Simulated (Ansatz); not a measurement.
`BC[SiH2]S[SiH3]` and `BC[SiH2]F` differ in one atom or group.

Ansatz, PBE0-D4/def2-TZVP geometries, multiplicity 1. Each molecule was computed in one conformer, which needn't be the lowest.

```tsv
property	`BC[SiH2]S[SiH3]`
HOMO energy (PBE0/def2-TZVPP) / eV	-7.47
LUMO energy (ωB97M-V/def2-TZVPP) / eV	0.74
HOMO energy (PBE/def2-TZVPP) / eV	-6.34
HOMO–LUMO gap (PBE0/def2-TZVPP) / eV	6.37
size of the dipole moment (PBE/def2-TZVPP) / D	1.53
HOMO–LUMO gap (PBE/def2-TZVPP) / eV	4.27
```

(1) Give the same properties after the change, and the shifts. (Estimate.)

Results:

(1) Computed: 
| property | `BC[SiH2]F` | shift |
| --- | --- | --- |
| HOMO energy (PBE0/def2-TZVPP) / eV | -9.27 | -1.80 |
| LUMO energy (ωB97M-V/def2-TZVPP) / eV | 0.22 | -0.52 |
| HOMO energy (PBE/def2-TZVPP) / eV | -7.84 | -1.50 |
| HOMO–LUMO gap (PBE0/def2-TZVPP) / eV | 7.58 | 1.21 |
| size of the dipole moment (PBE/def2-TZVPP) / D | 0.58 | -0.95 |
| HOMO–LUMO gap (PBE/def2-TZVPP) / eV | 5.19 | 0.92 |

With PBE0 the HOMO falls by 1.80 eV and the LUMO falls by 0.57 eV, so the gap widens by about 1.23 eV. PBE moves the HOMO by -1.50 eV and ωB97M-V by -1.92 eV. Dipoles are sizes alone; their direction can turn.
